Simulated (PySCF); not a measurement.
Shapes and spin states of [FeBr2]+

These are results of PySCF, PBE0, basis Fe def2-SVP, Br def2-SVP (no relativity, density fitting), not measurements.

Relaxations began from a few typed shapes and spin states; open shells are unrestricted. The search is not exhaustive: other isomers or separated fragments can lie lower, and high-lying points may rest on an excited occupation.

```json
{"spin": "sextet", "group": "C2v", "bonds": "Fe–Br 2.214 Å (×2)", "angles": "Br–Fe–Br 142.6°", "imaginary modes (cm⁻¹)": "none", "ΔE (kJ/mol)": "0.0", "ΔE with ZPE (kJ/mol)": "0.0"}
{"spin": "sextet", "group": "D∞h", "bonds": "Fe–Br 2.223 Å (×2)", "angles": "Br–Fe–Br 180.0°", "imaginary modes (cm⁻¹)": "20i, 20i", "ΔE (kJ/mol)": "1.2", "ΔE with ZPE (kJ/mol)": "–"}
{"spin": "broken-symmetry Ms = 3/2 (⟨S²⟩ 4.55)", "group": "C2v", "bonds": "Fe–Br 2.299 Å (×2)", "angles": "Br–Fe–Br 86.1°", "imaginary modes (cm⁻¹)": "none", "ΔE (kJ/mol)": "46.3", "ΔE with ZPE (kJ/mol)": "45.5"}
{"spin": "broken-symmetry Ms = 3/2 (⟨S²⟩ 4.55)", "group": "D∞h", "bonds": "Fe–Br 2.308 Å (×2)", "angles": "Br–Fe–Br 180.0°", "imaginary modes (cm⁻¹)": "none", "ΔE (kJ/mol)": "53.0", "ΔE with ZPE (kJ/mol)": "51.7"}
{"spin": "broken-symmetry Ms = 1/2 (⟨S²⟩ 2.62)", "group": "D∞h", "bonds": "Fe–Br 2.227 Å (×2)", "angles": "Br–Fe–Br 180.0°", "imaginary modes (cm⁻¹)": "none", "ΔE (kJ/mol)": "161.5", "ΔE with ZPE (kJ/mol)": "161.3"}
{"spin": "broken-symmetry Ms = 1/2 (⟨S²⟩ 2.39)", "group": "C2v", "bonds": "Fe–Br 2.243 Å (×2)", "angles": "Br–Fe–Br 101.2°", "imaginary modes (cm⁻¹)": "none", "ΔE (kJ/mol)": "172.0", "ΔE with ZPE (kJ/mol)": "171.3"}
```

The lowest minimum found is the sextet C2v: Fe–Br 2.214 Å (×2); Br–Fe–Br 142.6°.

Formally Fe is in oxidation state +3, d5, with 5 unpaired electrons (the high-spin count). The Mulliken spin on Fe is 4.06. The polar-tensor charge on Fe, 1.28, is far below the formal one.

For the lowest minimum: with open d or f shells other occupations or spin states may lie lower.

The electron or spin density has lower symmetry than the nuclear frame for the broken-symmetry Ms = 3/2 (⟨S²⟩ 4.55) D∞h at 53.0 kJ/mol, broken-symmetry Ms = 1/2 (⟨S²⟩ 2.62) D∞h at 161.5 kJ/mol.
